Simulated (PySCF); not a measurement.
C₂H₅Cl₃F₂Si₂, SMILES F[SiH](F)CC[Si](Cl)(Cl)Cl at its PBE0/def2-SVP optimised geometry (Å):

```
14

Si    -2.5396    -2.0840    -3.0662
F     -1.9090    -3.5732    -3.0820
F     -4.1432    -2.2468    -2.9706
C     -1.9116    -1.1905    -1.5639
C     -0.3798    -1.1456    -1.4957
Si     0.2764    -0.2516     0.0000
Cl    -0.3877    -1.1581     1.7191
Cl     2.3272    -0.2516     0.0000
Cl    -0.3844     1.6949     0.0000
H     -2.2090    -1.4402    -4.3591
H     -2.3272    -1.6949    -0.6741
H     -2.3354    -0.1710    -1.5633
H      0.0470    -2.1634    -1.4793
H      0.0543    -0.6429    -2.3785
```

Calculation: PySCF 2.14.0 with PBE0/def2-TZVP. Cells within 0.4 Å of a nucleus heavier than hydrogen are left out (blank, or x).

Map of the deformation density (molecule minus spherical neutral atoms) (e/bohr³) on the plane z = 0.0 Å:

```
|333333333333333333333333333|
|333333333333333333333333333|
|333333333333333333333333333|
|333333333333333333333333333|
|333333333333333333333333333|
|333333333322233333333333333|
|333333333321233333333333333|
|333333333332x65333333333333|
|33333333346xxx4333333333333|
|333333333454x34333333333333|
|333333333344686423333333333|
|333333333335896223344333333|
|333333333223453135546432333|
|3333333322100xx2595xx322333|
|3333333222100xx3695xx212333|
|333333222211121147547422333|
|333332222222220024445433333|
|333322222222221123334333333|
|333322112222222222333333333|
|333322122222222223333333333|
|333332222333223333333333333|
|333333333333333333333333333|
|333333333333333333333333333|
|333333333333333333333333333|
|333333333333333333333333333|
|333333333333333333333333333|
|333333333333333333333333333|
```
Scale: ten equal steps from -0.018 (start of '0') to 0.033 (end of '9'), in the order '0123456789'; x runs from -4.50 to 4.50, y from -4.50 (bottom) to 4.50 (top).
